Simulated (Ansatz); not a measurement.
The cluster Cu₅O₄⁺, relaxed as a singlet with RKS PBE0-D4/def2-SVP in Ansatz, starting from the GFN1-xTB geometry. Force threshold 0.02 eV/Å.

The structure comes from a short search, and lower isomers may exist.

Start:

Cartesian coordinates in Å:
```
Cu 0.284 -1.141 2.832
Cu -0.565 -1.305 -0.261
Cu -0.774 0.280 -3.428
Cu -0.025 0.798 -1.300
Cu 0.726 1.318 0.876
O 0.785 0.433 2.374
O 0.680 2.177 -0.574
O -0.761 -0.722 -1.916
O -0.349 -1.839 1.397
```

**Question.** Estimate the energy that the relaxation releases and the steps that it takes.

**Answer.** 83.3 kJ/mol, in 17 steps; 7.2 min on 4 threads of Intel Xeon on a shared host. The force fell under the threshold at step 15, but the optimiser went on. No frequencies were taken in this run, so the end may be a saddle point.

**Question.** Does the start keep its bonding and symmetry?

**Answer.** By distances, no bond broke or formed, bridged metal pairs apart. The bond that changes most is Cu5–O7, from 1.69 to 1.74 Å (atoms count from 1). Metal–metal contacts that move far: Cu3–Cu4 2.32 to 3.39 Å, Cu4–Cu5 2.36 to 3.10 Å. The end is the same structure that another start reached. Point group Cs at the start, Cs at the end, both within 0.05 Å.

**Question.** Predict the relaxed structure.

**Answer.** 
```xyz
9

Cu    0.181   -1.039    2.446
Cu   -0.645   -1.240   -0.530
Cu   -1.355   -0.707   -3.807
Cu    0.096    0.892   -1.189
Cu    1.172    1.817    1.563
O     0.897    0.530    2.707
O     0.862    2.045   -0.134
O    -0.705   -0.420   -2.140
O    -0.502   -1.878    1.083
```
Bond lengths (bridged metal pairs left out): 9 × Cu–O 1.74 to 1.81 Å.
